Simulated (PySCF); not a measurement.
H₆NSi₂ (SMILES [SiH2]N[SiH3]), doublet, at a GFN2-xTB geometry; B3LYP/6-31G (PySCF).

The PySCF input:
```python
from pyscf import gto, scf, dft

mol = gto.Mole()
mol.atom = '''
    Si    1.53770198   -0.33145031   -0.39598930
    N     0.16585861    0.52325385    0.24034041
    Si   -1.50779748    0.09043128    0.19652068
    H     1.22171949   -1.75178345   -0.39037341
    H     2.69248757    0.05722865    0.40981892
    H     0.35719161    1.47792775    0.49780482
    H    -1.63303918   -1.25380140    0.76017233
    H    -2.02039665    0.09245924   -1.17871708
    H    -2.19763622    1.08945876    1.01147203
'''
mol.basis = '6-31g'
mol.spin = 1
mol.verbose = 4
mol.symmetry = True
mol.build()

mf = dft.UKS(mol)
mf.xc = 'b3lyp'
mf.kernel()
mf.analyze()
```

It wrote (shortened):

```
PySCF version 2.14.0

[INPUT] verbose = 4
[INPUT] num. atoms = 9
[INPUT] num. electrons = 41
[INPUT] charge = 0
[INPUT] spin (= nelec alpha-beta = 2S) = 1
[INPUT] symmetry True subgroup None
[INPUT] Mole.unit = angstrom
[INPUT] Symbol           X                Y                Z      unit          X                Y                Z       unit  Magmom
[INPUT]  1 Si     1.537701980000  -0.331450310000  -0.395989300000 AA    2.905835603401  -0.626350309802  -0.748311325258 Bohr   0.0
[INPUT]  2 N      0.165858610000   0.523253850000   0.240340410000 AA    0.313427348301   0.988806470124   0.454177551566 Bohr   0.0
[INPUT]  3 Si    -1.507797480000   0.090431280000   0.196520680000 AA   -2.849324288509   0.170890352294   0.371370263013 Bohr   0.0
[INPUT]  4 H      1.221719490000  -1.751783450000  -0.390373410000 AA    2.308715237143  -3.310390950046  -0.737698831213 Bohr   0.0
[INPUT]  5 H      2.692487570000   0.057228650000   0.409818920000 AA    5.088064101096   0.108146474979   0.774445519465 Bohr   0.0
[INPUT]  6 H      0.357191610000   1.477927750000   0.497804820000 AA    0.674994316892   2.792878679395   0.940714773288 Bohr   0.0
[INPUT]  7 H     -1.633039180000  -1.253801400000   0.760172330000 AA   -3.085996800884  -2.369341260596   1.436517511172 Bohr   0.0
[INPUT]  8 H     -2.020396650000   0.092459240000  -1.178717080000 AA   -3.817996331489   0.174722641285  -2.227452459547 Bohr   0.0
[INPUT]  9 H     -2.197636220000   1.089458760000   1.011472030000 AA   -4.152930577224   2.058778680408   1.911405119358 Bohr   0.0

nuclear repulsion = 147.8318248077
point group symmetry = C1
symmetry origin: [0. 0. 0.]
symmetry axis x: [1. 0. 0.]
symmetry axis y: [0. 1. 0.]
symmetry axis z: [0. 0. 1.]
num. orbitals of irrep A = 47
number of shells = 31
number of NR pGTOs = 138
number of NR cGTOs = 47
basis = 6-31g
ecp = {}

******** <class 'pyscf.dft.uks.UKS'> ********
method = UKS
initial guess = minao
damping factor = 0
level_shift factor = 0
DIIS = <class 'pyscf.scf.diis.CDIIS'>
diis_start_cycle = 1
diis_space = 8
diis_damp = 0
SCF conv_tol = 1e-09
SCF conv_tol_grad = None
SCF max_cycles = 50
direct_scf = True
direct_scf_tol = 1e-13
number electrons alpha = 21  beta = 20
XC library pyscf.dft.libxc version 7.1.2
    S. Lehtola, C. Steigemann, M. J. T. Oliveira, and M. A. L. Marques,  SoftwareX 7, 1–5 (2018)
XC functionals = b3lyp
    P. J. Stephens, F. J. Devlin, C. F. Chabalowski, and M. J. Frisch,  J. Phys. Chem. 98, 11623 (1994)
radial grids:
    Treutler-Ahlrichs [JCP 102, 346 (1995); DOI:10.1063/1.469408] (M4) radial grids

becke partition: Becke, JCP 88, 2547 (1988); DOI:10.1063/1.454033
pruning grids: <function nwchem_prune>
grids dens level: 3
symmetrized grids: True
atomic radii adjust function: <function treutler_atomic_radii_adjust>
small_rho_cutoff = 0
Set gradient conv threshold to 3.16228e-05
tot grids = 111112
init E= -637.29827949337

cycle= 1 E= -637.191295400261  delta_E= 0.107  |g|= 0.32  |ddm|= 1.91
cycle= 2 E= -637.068411827514  delta_E= 0.123  |g|= 0.587  |ddm|= 0.779
cycle= 3 E= -637.236414224121  delta_E= -0.168  |g|= 0.0401  |ddm|= 0.591
cycle= 4 E= -637.237471629405  delta_E= -0.00106  |g|= 0.00694  |ddm|= 0.0741
cycle= 5 E= -637.237514830481  delta_E= -4.32e-05  |g|= 0.00119  |ddm|= 0.0147
cycle= 6 E= -637.237516325752  delta_E= -1.5e-06  |g|= 0.000284  |ddm|= 0.00294
cycle= 7 E= -637.237516447695  delta_E= -1.22e-07  |g|= 0.000103  |ddm|= 0.000938
cycle= 8 E= -637.237516460917  delta_E= -1.32e-08  |g|= 2.37e-05  |ddm|= 0.000294
cycle= 9 E= -637.237516461689  delta_E= -7.72e-10  |g|= 6.88e-06  |ddm|= 7.66e-05
Extra cycle  E= -637.237516461718  delta_E= -2.89e-11  |g|= 7.18e-06  |ddm|= 2.57e-05
converged SCF energy = -637.237516461718  <S^2> = 0.75118691  2S+1 = 2.0011866
**** SCF Summaries ****
Total Energy =                        -637.237516461717973
Nuclear Repulsion Energy =             147.831824807699718
One-electron Energy =                -1174.008467359166843
Two-electron Energy =                  388.939126089749209
Two-electron Coulomb Energy =          440.003820949850592
DFT Exchange-Correlation Energy =      -51.064694860101397
**** MO energy ****
                             alpha | beta                alpha | beta
MO #1   energy= -66.1415513721508  | -66.1415830021128  occ= 1 | 1
MO #2   energy= -66.1303238927727  | -66.1275324558902  occ= 1 | 1
MO #3   energy= -14.3172690057794  | -14.3135177268501  occ= 1 | 1
MO #4   energy= -5.30899824290746  | -5.30904005539035  occ= 1 | 1
MO #5   energy= -5.29586122830407  | -5.29244342912175  occ= 1 | 1
MO #6   energy= -3.6673500139982   | -3.66744113412484  occ= 1 | 1
MO #7   energy= -3.66608760507854  | -3.6661249219465   occ= 1 | 1
MO #8   energy= -3.66551994018597  | -3.66552766615356  occ= 1 | 1
MO #9   energy= -3.65457872584148  | -3.65149843145382  occ= 1 | 1
MO #10  energy= -3.65347915813934  | -3.65038683536357  occ= 1 | 1
MO #11  energy= -3.65243232588182  | -3.64630917947207  occ= 1 | 1
MO #12  energy= -0.854499855042721 | -0.84525620527872  occ= 1 | 1
MO #13  energy= -0.569450920362791 | -0.565866795891488 occ= 1 | 1
MO #14  energy= -0.54145576417459  | -0.530360487463349 occ= 1 | 1
MO #15  energy= -0.449923104529852 | -0.443648855041114 occ= 1 | 1
MO #16  energy= -0.392169738224762 | -0.385887154354196 occ= 1 | 1
MO #17  energy= -0.375559461668384 | -0.370974440628088 occ= 1 | 1
MO #18  energy= -0.357685776884173 | -0.352951347756355 occ= 1 | 1
MO #19  energy= -0.350230188366806 | -0.344015303765442 occ= 1 | 1
MO #20  energy= -0.291019163095628 | -0.267247037325833 occ= 1 | 1
MO #21  energy= -0.178006505478175 | -0.0795367346276303 occ= 1 | 0
MO #22  energy= 0.00741897511712164 | 0.0122231527263743 occ= 0 | 0
MO #23  energy= 0.0610282051989104 | 0.0666802285668135 occ= 0 | 0
MO #24  energy= 0.0712154872961219 | 0.0750213484483511 occ= 0 | 0
MO #25  energy= 0.0903619483303522 | 0.0953522616415825 occ= 0 | 0
MO #26  energy= 0.102576955710739  | 0.109986364080258  occ= 0 | 0
MO #27  energy= 0.115817571820241  | 0.119169581596068  occ= 0 | 0
MO #28  energy= 0.128037547658384  | 0.132616263450579  occ= 0 | 0
MO #29  energy= 0.146914227950768  | 0.154066582122343  occ= 0 | 0

To work with the spin densities directly, `use mulliken_meta_spin()` only printing them here.

 ** Mulliken spin pop alpha/beta on meta-lowdin orthogonal AOs **
 ** Mulliken Spin Density (per AO)  **
spin_pop of  0 Si 1s        0.00000
spin_pop of  0 Si 2s        0.00000
spin_pop of  0 Si 3s        0.14142
spin_pop of  0 Si 4s        0.00378
spin_pop of  0 Si 2px      -0.00000
spin_pop of  0 Si 2py      -0.00000
spin_pop of  0 Si 2pz       0.00002
spin_pop of  0 Si 3px       0.01276
spin_pop of  0 Si 3py       0.06084
spin_pop of  0 Si 3pz       0.54505
spin_pop of  0 Si 4px       0.00034
spin_pop of  0 Si 4py       0.00009
spin_pop of  0 Si 4pz       0.00004
spin_pop of  1 N 1s       -0.00000
spin_pop of  1 N 2s        0.00490
spin_pop of  1 N 3s       -0.00001
spin_pop of  1 N 2px       0.00104
spin_pop of  1 N 2py       0.01180
spin_pop of  1 N 2pz       0.15266
spin_pop of  1 N 3px       0.00012
spin_pop of  1 N 3py       0.00035
spin_pop of  1 N 3pz       0.00367
spin_pop of  2 Si 1s        0.00000
spin_pop of  2 Si 2s        0.00000
spin_pop of  2 Si 3s       -0.00099
spin_pop of  2 Si 4s        0.00003
spin_pop of  2 Si 2px      -0.00000
spin_pop of  2 Si 2py      -0.00000
spin_pop of  2 Si 2pz      -0.00000
spin_pop of  2 Si 3px      -0.00180
spin_pop of  2 Si 3py      -0.00081
spin_pop of  2 Si 3pz       0.00091
spin_pop of  2 Si 4px       0.00002
spin_pop of  2 Si 4py       0.00001
spin_pop of  2 Si 4pz       0.00047
spin_pop of  3 H 1s        0.02109
spin_pop of  3 H 2s        0.00042
spin_pop of  4 H 1s        0.03203
spin_pop of  4 H 2s        0.00045
spin_pop of  5 H 1s       -0.00504
spin_pop of  5 H 2s        0.00002
spin_pop of  6 H 1s        0.00368
spin_pop of  6 H 2s        0.00021
spin_pop of  7 H 1s        0.00816
spin_pop of  7 H 2s        0.00054
spin_pop of  8 H 1s        0.00172
spin_pop of  8 H 2s        0.00003
 ** Mulliken Spin Density (per atom)  **
spin density of  0 Si =      0.76434
spin density of  1 N =      0.17453
spin density of  2 Si =     -0.00217
spin density of  3 H =      0.02151
spin density of  4 H =      0.03249
spin density of  5 H =     -0.00503
spin density of  6 H =      0.00389
spin density of  7 H =      0.00869
spin density of  8 H =      0.00176
 ** Mulliken pop alpha/beta on meta-lowdin orthogonal AOs **
 ** Mulliken pop       alpha | beta **
In total            21.00000 | 20.00000
 ** Mulliken atomic charges   ( Nelec_alpha | Nelec_beta ) **
charge of  0Si =      0.31247  (     7.22593      6.46160 )
charge of  1N =     -0.70171  (     3.93812      3.76359 )
charge of  2Si =      0.51810  (     6.73986      6.74203 )
charge of  3H =     -0.06323  (     0.54237      0.52086 )
charge of  4H =     -0.06253  (     0.54751      0.51502 )
charge of  5H =      0.23277  (     0.38110      0.38613 )
charge of  6H =     -0.07630  (     0.54009      0.53621 )
charge of  7H =     -0.08929  (     0.54899      0.54030 )
charge of  8H =     -0.07027  (     0.53602      0.53426 )
Dipole moment(X, Y, Z, Debye): -0.50218,  0.80633,  0.38801
```
